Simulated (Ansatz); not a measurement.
System: ZnH, net charge 0, doublet state. SMILES of the parent species: [ZnH]
Coordinates optimised at B3LYP-D3(BJ)/def2-TZVP (Ansatz, a first-principles code):
```
Zn
H 1 1.6327
```
Charge 0, spin multiplicity 2.

Quantity: size of the dipole moment, in D. Set-up: spin-orbit terms left out; six Cartesian d functions in 6-31G* and its kin unless marked 5d; open shells spin-unrestricted; LANL2DZ with its own core potentials from Na on; non-relativistic. Ab initio and DFT rows: single points at B3LYP-D3(BJ) geometries (Ansatz). The spin state of an ion or metal species was assumed, not searched.

```tsv
level	program	size of the dipole moment (D)
PBE/3-21G	Ansatz	0.47
PBE/LANL2DZ	Ansatz	0.35
PBE/6-31G*	Ansatz	0.43
PBE/def2-SVP	Ansatz	0.89
PBE/6-31G* with LANL2DZ past Ar	Ansatz	0.44
```

No value to compare with is used here. The 5 habitual levels span 0.35 (PBE/LANL2DZ) to 0.89 D (PBE/def2-SVP).

The sets are all those run for this method; runs whose electronic state is in doubt are left out.
